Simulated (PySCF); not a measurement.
C₄H₃O, doublet, geometry from GFN2-xTB; PBE0/STO-3G run with PySCF.

PySCF was given this input:
```python
from pyscf import gto, scf, dft

mol = gto.M(
    atom='''
O    -0.00407297    0.07202035    1.17779240
C     0.01523432    1.11149462    0.36439717
C    -0.01720427   -1.02440881    0.38574577
C     0.01590251    0.77672463   -0.94435828
C    -0.00581900   -0.65162965   -0.92354072
H    -0.03380726   -1.98146239    0.86699691
H     0.02937772    1.41963845   -1.79726451
H    -0.01166803   -1.28742368   -1.78553519
''',
    basis='sto-3g',
    spin=1,
    verbose=4,
)

mf = dft.UKS(mol)
mf.xc = 'pbe0'
mf.init_guess = 'atom'
mf.kernel()
```

Q: What does PySCF print? Leave out banner, timings and long lists.

A: 
```
PySCF version 2.14.0

[INPUT] verbose = 4
[INPUT] num. atoms = 8
[INPUT] num. electrons = 35
[INPUT] charge = 0
[INPUT] spin (= nelec alpha-beta = 2S) = 1
[INPUT] symmetry False subgroup None
[INPUT] Mole.unit = angstrom
[INPUT] Symbol           X                Y                Z      unit          X                Y                Z       unit  Magmom
[INPUT]  1 O     -0.004072970000   0.072020350000   1.177792400000 AA   -0.007696797814   0.136098736895   2.225705067594 Bohr   0.0
[INPUT]  2 C      0.015234320000   1.111494620000   0.364397170000 AA    0.028788692494   2.100420420728   0.688610851867 Bohr   0.0
[INPUT]  3 C     -0.017204270000  -1.024408810000   0.385745770000 AA   -0.032511358473  -1.935852090492   0.728953859009 Bohr   0.0
[INPUT]  4 C      0.015902510000   0.776724630000  -0.944358280000 AA    0.030051388593   1.467796824904  -1.784578512665 Bohr   0.0
[INPUT]  5 C     -0.005819000000  -0.651629650000  -0.923540720000 AA   -0.010996316319  -1.231401573146  -1.745239025684 Bohr   0.0
[INPUT]  6 H     -0.033807260000  -1.981462390000   0.866996910000 AA   -0.063886462422  -3.744421243226   1.638386710744 Bohr   0.0
[INPUT]  7 H      0.029377720000   1.419638450000  -1.797264510000 AA    0.055515844964   2.682727866402  -3.396337697301 Bohr   0.0
[INPUT]  8 H     -0.011668030000  -1.287423680000  -1.785535190000 AA   -0.022049381113  -2.432878161480  -3.374172494873 Bohr   0.0

nuclear repulsion = 153.527382219586
number of shells = 18
number of NR pGTOs = 84
number of NR cGTOs = 28
basis = sto-3g
ecp = {}

******** <class 'pyscf.dft.uks.UKS'> ********
method = UKS
initial guess = atom
damping factor = 0
level_shift factor = 0
DIIS = <class 'pyscf.scf.diis.CDIIS'>
diis_start_cycle = 1
diis_space = 8
diis_damp = 0
SCF conv_tol = 1e-09
SCF conv_tol_grad = None
SCF max_cycles = 50
direct_scf = True
direct_scf_tol = 1e-13
number electrons alpha = 18  beta = 17
XC library pyscf.dft.libxc version 7.1.2
    S. Lehtola, C. Steigemann, M. J. T. Oliveira, and M. A. L. Marques,  SoftwareX 7, 1–5 (2018)
XC functionals = pbe0
    C. Adamo and V. Barone,  J. Chem. Phys. 110, 6158 (1999)
    M. Ernzerhof and G. E. Scuseria,  J. Chem. Phys. 110, 5029 (1999)
radial grids:
    Treutler-Ahlrichs [JCP 102, 346 (1995); DOI:10.1063/1.469408] (M4) radial grids

becke partition: Becke, JCP 88, 2547 (1988); DOI:10.1063/1.454033
pruning grids: <function nwchem_prune>
grids dens level: 3
symmetrized grids: False
atomic radii adjust function: <function treutler_atomic_radii_adjust>
small_rho_cutoff = 0
Set gradient conv threshold to 3.16228e-05
Spherically averaged atomic HF for {'O', 'C', 'H'}

******** <class 'pyscf.scf.atom_hf.AtomSphAverageRHF'> ********
method = AtomSphAverageRHF
initial guess = minao
damping factor = 0
level_shift factor = 0
DIIS = <class 'pyscf.scf.diis.CDIIS'>
diis_start_cycle = 1
diis_space = 8
diis_damp = 0
SCF conv_tol = 1e-09
SCF conv_tol_grad = None
SCF max_cycles = 50
direct_scf = True
direct_scf_tol = 1e-13
atom = O
Set gradient conv threshold to 3.16228e-05
Initial guess from minao.
init E= -73.1764948007123
cycle= 1 E= -73.2331923193787  delta_E= -0.0567  |g|=    0  |ddm|= 0.0752
cycle= 2 E= -73.2331923193787  delta_E=    0  |g|=    0  |ddm|= 9.02e-16
Extra cycle  E= -73.2331923193787  delta_E=    0  |g|=    0  |ddm|=    0
Atomic HF for atom  O  converged. SCF energy = -73.2331923193787

******** <class 'pyscf.scf.atom_hf.AtomSphAverageRHF'> ********
method = AtomSphAverageRHF
initial guess = minao
damping factor = 0
level_shift factor = 0
DIIS = <class 'pyscf.scf.diis.CDIIS'>
diis_start_cycle = 1
diis_space = 8
diis_damp = 0
SCF conv_tol = 1e-09
SCF conv_tol_grad = None
SCF max_cycles = 50
direct_scf = True
direct_scf_tol = 1e-13
atom = C
Set gradient conv threshold to 3.16228e-05
Initial guess from minao.
init E= -36.7517431777338
cycle= 1 E= -36.7619269638614  delta_E= -0.0102  |g|=    0  |ddm|= 0.0245
cycle= 2 E= -36.7619269638615  delta_E= -2.13e-14  |g|=    0  |ddm|= 1.91e-15
Extra cycle  E= -36.7619269638615  delta_E=    0  |g|=    0  |ddm|=    0
Atomic HF for atom  C  converged. SCF energy = -36.7619269638615

******** 1 electron system ********
Atomic HF for atom  H  converged. SCF energy = -0.466581849557275

tot grids = 99984
init E= -226.416089648098

cycle= 1 E= -226.137804308127  delta_E= 0.278  |g|= 0.175  |ddm|= 3.24
cycle= 2 E= -226.125279991894  delta_E= 0.0125  |g|= 0.244  |ddm|= 0.547
cycle= 3 E= -226.162769371635  delta_E= -0.0375  |g|= 0.0347  |ddm|= 0.344
cycle= 4 E= -226.163727996094  delta_E= -0.000959  |g|= 0.00978  |ddm|= 0.06
cycle= 5 E= -226.163838007426  delta_E= -0.00011  |g|= 0.00551  |ddm|= 0.0218
cycle= 6 E= -226.163896326277  delta_E= -5.83e-05  |g|= 0.00249  |ddm|= 0.0166
cycle= 7 E= -226.163920735037  delta_E= -2.44e-05  |g|= 0.00146  |ddm|= 0.0139
cycle= 8 E= -226.163926542751  delta_E= -5.81e-06  |g|= 0.000784  |ddm|= 0.00673
cycle= 9 E= -226.163928274355  delta_E= -1.73e-06  |g|= 0.000286  |ddm|= 0.0041
cycle= 10 E= -226.163928548612  delta_E= -2.74e-07  |g|= 0.000192  |ddm|= 0.00166
cycle= 11 E= -226.163928606727  delta_E= -5.81e-08  |g|= 6.82e-05  |ddm|= 0.000618
cycle= 12 E= -226.163928618837  delta_E= -1.21e-08  |g|= 5.54e-05  |ddm|= 0.000359
cycle= 13 E= -226.163928621483  delta_E= -2.65e-09  |g|= 1.63e-05  |ddm|= 0.000116
cycle= 14 E= -226.163928621881  delta_E= -3.98e-10  |g|= 6.48e-06  |ddm|= 5.97e-05
Extra cycle  E= -226.163928621883  delta_E= -2.56e-12  |g|= 7.24e-06  |ddm|= 1.83e-05
converged SCF energy = -226.163928621883  <S^2> = 0.76383717  2S+1 = 2.0137896
```
